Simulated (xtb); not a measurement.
xtb input:

```bash
xtb mol.xyz --gfn 1 --opt tight --chrg 0 --uhf 0
```
mol.xyz:
```
2

B     -0.00000000    -0.00000000    -1.33023868
Cl     0.00000000     0.00000000     0.39124667
```

Task: Which total energy does the run end on?

Result: -5.60659 Eh (GFN1-xTB).
